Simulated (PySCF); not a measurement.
Species: C5H15N2PSi.
Cartesian coordinates in Å at the GFN2-xTB level; atoms count from 1:
```
atom  x, y, z in Å
C1     3.1271    0.5443    0.1729
Si2    1.5503   -0.4411    0.5525
P3     0.2046   -0.1691   -1.2841
N4    -1.1295   -1.1880   -0.9650
C5    -0.9812   -2.6195   -1.0424
C6    -1.8717   -0.7105    0.1879
C7    -1.6900    0.8117    0.2241
N8    -0.7994    1.1541   -0.8722
C9    -0.2406    2.4811   -0.8098
H10    3.4866    0.3352   -0.8305
H11    2.9604    1.6154    0.2445
H12    3.9156    0.2860    0.8713
H13    1.8801   -1.8683    0.6873
H14    1.0610   -0.0335    1.8852
H15   -0.4967   -3.0477   -0.1537
H16   -1.9669   -3.0778   -1.1524
H17   -0.3828   -2.8608   -1.9195
H18   -1.5019   -1.1638    1.1215
H19   -2.9232   -0.9907    0.0675
H20   -1.2773    1.1255    1.1953
H21   -2.6396    1.3365    0.0752
H22    0.3166    2.6670    0.1200
H23    0.4326    2.6175   -1.6551
H24   -1.0459    3.2162   -0.8796
```

NICS = −σ at a ghost point: NICS(0) at the centroid of the ring atoms, NICS(1) 1 Å to either side along the normal of their mean plane, zz for the tensor component along that normal. Level: GIAO PBE0/pcSseg-1 (PySCF, non-relativistic, gas phase) on the GFN2-xTB geometry, one conformer.

Ring bond lengths (Å), with Mayer bond orders in brackets: P3–N4 1.709 (0.92), N4–C6 1.452 (0.93), C6–C7 1.533 (1.05), C7–N8 1.453 (0.92), N8–P3 1.711 (0.92).

**Question.** Give the NICS values of each ring in ppm.

**Answer.** 
| ring | type | NICS(0) | NICS(1), two faces | NICS(1)zz, two faces | rms pucker (Å) | centre to ring atoms, mean (Å) |
| --- | --- | --- | --- | --- | --- | --- |
| P3–N4–C6–C7–N8 | 5-membered ring with 2 N and P; formal bonds all single | -7.8 | -4.3 / -3.0 | -5.2 / -4.7 | 0.20 | 1.31 |

**Question.** What do they say, and how far can they be read as aromaticity?

**Answer.** 
- P3–N4–C6–C7–N8: mean NICS(1)zz -4.9 ppm, shielded. C6, C7 have four or more neighbours; no verdict on aromaticity is drawn.

**Question.** Give the inner angles of the rings and the Hirshfeld charges of the ring atoms.

**Answer.** 
- P3–N4–C6–C7–N8: P3 87.6° (+0.146 e), N4 110.6° (-0.139 e), C6 106.5° (-0.027 e), C7 106.8° (-0.028 e), N8 111.0° (-0.138 e); sum 522.5° against 540° for a flat convex ring.
